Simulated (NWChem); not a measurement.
System meant: CH$_{7}$BGe; SMILES [GeH3][BH]C

NWChem input:

```
start job
memory heap 200 mb stack 900 mb global 1100 mb
geometry units angstroms noautoz
  B     -0.607114     1.112777     0.034316
  Ge     0.055642    -0.857143    -0.021317
  H     -0.500191    -1.570500    -1.284938
  H      1.598646    -1.016866    -0.057600
  H     -0.464658    -1.676744     1.190094
  H     -1.787475     1.281030     0.162233
  C      0.329162     2.359730    -0.018950
  H      0.437783     2.673841     1.037130
  H     -0.117714     3.222291    -0.529348
  H      1.341478     2.189196    -0.398540
end
basis spherical
  B library def2-svp
  Ge library def2-svp
  H library def2-svp
  C library def2-svp
end
dft
  xc b3lyp
  iterations 4
  mulliken
end
task dft energy
```

End of the output:

```
    Atom       Charge   Shell Charges
 -----------   ------   -------------------------------------------------------
    1 B    5     5.04   1.97  0.58  0.29  1.35  0.75  0.11
    2 Ge  32    31.77   2.00  2.00  1.94  0.75  0.34  5.99  5.83  1.47  1.27  7.79  2.04  0.37
    3 H    1     1.05   0.61  0.42  0.03
    4 H    1     1.07   0.61  0.43  0.03
    5 H    1     1.06   0.61  0.42  0.03
    6 H    1     1.03   0.65  0.35  0.03
    7 C    6     6.13   1.96  0.57  0.31  1.91  1.33  0.06
    8 H    1     0.93   0.61  0.25  0.07
    9 H    1     0.95   0.63  0.26  0.07
   10 H    1     0.96   0.63  0.26  0.07

 center of mass
 --------------
 x =  -0.01173119 y =  -0.22240375 z =  -0.00338608

 moments of inertia (a.u.)
 ------------------
         596.056937353572          -0.000000000000           0.000000000000
          -0.000000000000          66.088780789845           0.000000000000
           0.000000000000           0.000000000000         629.166414581098

     Multipole analysis of the density
     ---------------------------------

     L   x y z        total         alpha         beta         nuclear
     -   - - -        -----         -----         ----         -------
     0   0 0 0     -0.000000    -25.000000    -25.000000     50.000000

     1   1 0 0      0.044405      0.022203      0.022203      0.000000
     1   0 1 0      0.567798      0.283899      0.283899      0.000000
     1   0 0 1      0.051596      0.025798      0.025798      0.000000

     2   2 0 0    -26.031040    -32.337358    -32.337358     38.643676
     2   1 1 0      0.412350     -1.842624     -1.842624      4.097599
     2   1 0 1      0.081233      0.095221      0.095221     -0.109209
     2   0 2 0    -24.588287   -178.822434   -178.822434    333.056580
     2   0 1 1      0.286498     -0.224846     -0.224846      0.736190
     2   0 0 2    -24.458069    -20.407518    -20.407518     16.356967

 ------------------------------------------------------------------------
 dft energy failed                                                                                  0
 ------------------------------------------------------------------------
 ------------------------------------------------------------------------
  current input line :
    26: task dft energy
 ------------------------------------------------------------------------
 ------------------------------------------------------------------------
 This type of error is most commonly associated with calculations not reaching convergence criteria
 ------------------------------------------------------------------------
 For more information see the NWChem manual at https://nwchemgit.github.io

0:dft energy failed:Received an Error in Communication
```

Question: Find the fault in this run and fix the input.

Answer: The run did not converge; its last values are not results. Cause: the SCF was allowed too few iterations. This input runs:
```
start job
memory heap 200 mb stack 900 mb global 1100 mb
geometry units angstroms noautoz
  B     -0.607114     1.112777     0.034316
  Ge     0.055642    -0.857143    -0.021317
  H     -0.500191    -1.570500    -1.284938
  H      1.598646    -1.016866    -0.057600
  H     -0.464658    -1.676744     1.190094
  H     -1.787475     1.281030     0.162233
  C      0.329162     2.359730    -0.018950
  H      0.437783     2.673841     1.037130
  H     -0.117714     3.222291    -0.529348
  H      1.341478     2.189196    -0.398540
end
basis spherical
  * library def2-svp
end
dft
  xc b3lyp
  iterations 150
  mulliken
end
task dft energy
```
It converges to -2143.88389 Ha (B3LYP/def2-SVP).
